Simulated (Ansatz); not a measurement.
Bond stretch in OLi (cation, charge +1), lowest singlet found (which spin is the ground state isn't settled by this scan).

RKS-PBE = restricted PBE/aug-cc-pVDZ in Ansatz (a quantum-chemistry and plane-wave program); RKS-B3LYP = Ansatz with restricted B3LYP/aug-cc-pVDZ; FCI = full CI/aug-cc-pVDZ, frozen core in Ansatz.

Energies relative to the lowest point of each curve between 1.69 and 2.60 Å, where full CI is lowest, in kcal/mol; the last columns give the error against full CI:

```tsv
R / Å	RKS-PBE	RKS-B3LYP	FCI	RKS-PBE − FCI	RKS-B3LYP − FCI
1.52	26.8	25.7	28.5	-1.7	-2.8
1.60	16.9	16.0	18.1	-1.2	-2.2
1.69	9.5	8.8	10.3	-0.8	-1.5
1.75	6.2	5.6	6.8	-0.6	-1.2
1.84	2.9	2.6	3.3	-0.3	-0.7
1.90	1.6	1.3	1.8	-0.2	-0.5
1.97	0.6	0.5	0.7	-0.1	-0.3
2.01	0.3	0.2	0.4	0.0	-0.2
2.10	0.0	0.0	0.0	0.0	0.0
2.18	0.1	0.2	0.1	0.0	0.1
2.33	0.8	1.0	0.8	0.0	0.2
2.43	1.4	1.7	1.4	0.0	0.2
2.60	2.6	3.0	2.7	0.0	0.3
2.84	4.3	4.7	4.3	0.0	0.3
```

RKS-PBE is furthest from FCI at 1.52 (-1.7 kcal/mol, below); its mean absolute error over the points is 0.4 kcal/mol.

RKS-B3LYP is furthest from FCI at 1.52 (-2.8 kcal/mol, below); its mean absolute error over the points is 0.7 kcal/mol.

The scan ran from 1.39 to 6.63 Å; beyond the distances shown full CI changes its symmetry label. The restricted form behind RKS-PBE, RKS-B3LYP keeps the bonding electrons paired and can't separate into open-shell fragments. Also computed but left out beside FCI, since their determinant holds another spin at the minimum (<S²> over 0.7 above the pure value): UHF, UMP2, UCCSD, UCCSD(T), UKS-PBE0, UKS-B3LYP, UKS-PBE, UKS-B3LYP/6-31G*, UHF/STO-3G, UKS-B3LYP/LANL2DZ, UKS-LDA (SVWN5)/6-31G*.
